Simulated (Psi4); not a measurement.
F$_{2}$O (SMILES FOF), singlet, geometry from GFN2-xTB. Base run: CCSD(T)/6-31G** run with Psi4.

Psi4 was given this input:
```
memory 2 GB

molecule {
0 1
  F     0.01888970    1.09187156   -0.24723650
  O    -0.02243225   -0.00276003    0.56897714
  F     0.00105008   -1.08941820   -0.25852096
}

set basis 6-31g**

energy('ccsd(t)')
print_variables()
```

Variants of this job, named by their change:

| change | ΔE vs base (kcal/mol) | MP2 correlation (Eh) | CC correlation without the perturbative part (Eh) | basis functions |
|---|---|---|---|---|
| base | 0.000 | -0.54280 | -0.55073 | 45 |
| method = mp4 | … | -0.54280 | - | 45 |
| puream = off | 0.000 | -0.54280 | -0.55073 | 45 |
| method = fno-ccsd(t) | 0.000 | -0.54280 | -0.55073 | 45 |
| method = qcisd(t) | -0.451 | -0.54280 | - | 45 |
| cc_type = df | -0.249 | -0.54320 | -0.55153 | 45 |
| method = mp2.5 | … | -0.54320 | - | 45 |
| method = omp2 | 6.38 | -0.54320 | - | 45 |
| method = cepa(1) | … | -0.54280 | - | 45 |
| scf_type = pk; mp2_type = conv | 0.000 | -0.54280 | -0.55073 | 45 |

Question: What belongs in the gaps?

Answer: 
- method = mp4, ΔE vs base (kcal/mol): -1.23
- method = mp2.5, ΔE vs base (kcal/mol): 15.54
- method = cepa(1), ΔE vs base (kcal/mol): 5.27
